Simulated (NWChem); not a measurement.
System: PbH2SO, singlet; SMILES [OH][Pb][SH]

Input file for NWChem:

```
start job
memory heap 200 mb stack 900 mb global 1100 mb
geometry units angstroms noautoz
  Pb    -0.263109    -0.399538    -0.001451
  O      1.705725    -1.130303     0.000361
  H      2.382033    -0.441114     0.000182
  S      0.379149     2.086606    -0.003332
  H     -0.911818     2.488644    -0.004495
end
basis spherical
  * library def2-svp
end
ecp
  Pb library def2-ecp
end
dft
  xc r2scan
  iterations 150
  vectors input atomic output neutral.movecs
end
task dft energy
charge 1
dft
  odft
  mult 2
  vectors input atomic output cation.movecs
end
task dft energy
```

Low-valent species are run as closed-shell singlets; no triplet was tried in these runs. Coordinates come from a PBE0/def2-SVP optimisation. def2 effective core potentials on Pb; no spin-orbit coupling.

Ions are spin-unrestricted doublets at the neutral geometry; other ion states weren't tried.

Task: Predict the main results of this run. (r2SCAN/def2-SVP with def2 effective core potentials on Pb, vertical spin-unrestricted ions.) Quantities: vertical ionisation energy, ΔSCF (eV); −ε(HOMO) (eV).

Result: 
```
Quantity                               Result
-------------------------------------  ------
vertical ionisation energy, ΔSCF (eV)    9.08
−ε(HOMO) (eV)                            6.11
```
